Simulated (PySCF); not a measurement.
## Thallium: a sound run and one with changed settings

Sound run: Tl⁺ [Xe] 4f14 5d10 6s2, Tl²⁺ [Xe] 4f14 5d10 6s1. Calculation: PySCF 2.14, in aug-cc-pVDZ-PP with ECP60MDF (5s4p3d, 32 functions); a scalar-relativistic core potential. In the sound run the correlated levels freeze 5s2 5p6 5d10 outside the core potential. The sound run starts from symmetry-adapted Hartree-Fock orbitals and uses a fine grid where one is needed.

Changed run: all electrons correlated in a basis built for the valence shell.

```csv
species,method,sound run (hartree),changed run (hartree),converged
Tl⁺,MP2,-171.34618,-171.38482,yes
Tl²⁺,MP2,n/a,-170.68005,yes
```

Ionisation energy of Tl⁺:

```csv
method,sound run (eV),changed run (eV)
UHF,18.372,18.372
MP2,18.844,19.178
SCS-MP2,18.939,19.247
```

A valence basis has no tight correlating functions, so it recovers only part of the core correlation, and not evenly between atom and ion.

For comparison, NIST gives 20.428 eV between the lowest levels.
